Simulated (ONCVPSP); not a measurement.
# Configuration tests for Cs (Z = 55) (ONCV)

* Element: caesium (Cs)
* Generator: ONCVPSP 4.0.1
* Type: optimised norm-conserving Vanderbilt (ONCV)
* Functional: PBE
* Relativity: scalar-relativistic
* Frozen core: [Kr] 4d10
* Valence charge: 9
* Reference configuration: 5s2 5p6 6s1
* Partial waves: 5s+6s: rc 2.85 bohr, ncon 4, nbas 8, qcut 4.2 1/bohr, 2 projectors; 5p: rc 2.55 bohr, ncon 4, nbas 7, qcut 6 1/bohr, 1 projector; d scattering state at 0.34 Ha: rc 2.85 bohr, ncon 3, nbas 7, qcut 3.2 1/bohr, 2 projectors, debl 4 Ha
* Local potential: polynomial inside 2.45 bohr (lpopt 1, dvloc0 4 Ha)
* Core correction: Teter function, fcfact 5.75, rcfact 1.5

In the d channel the program set the typed energies aside and used 0.050, 4.050 Ha.

Energies are relative to the spin-unpolarised reference configuration 5s2 5p6 6s1; without spin polarisation the order of configurations can differ from experiment.

Give the all-electron excitation energy and the error of the potential for: 5s2 5p6 6s0; 5s2 5p6 6s0.5; 5s2 5p6 6s0 6p1; 5s1 5p6 6s1.

```
valence configuration  charge  ΔE all-electron (eV)  error AE − PS (meV)
          5s2 5p6 6s0      +1                 3.863                 -1.0
        5s2 5p6 6s0.5    +0.5                 1.471                 -0.2
      5s2 5p6 6s0 6p1       0                 1.371                 -3.4
          5s1 5p6 6s1      +1                31.683                 -178
```
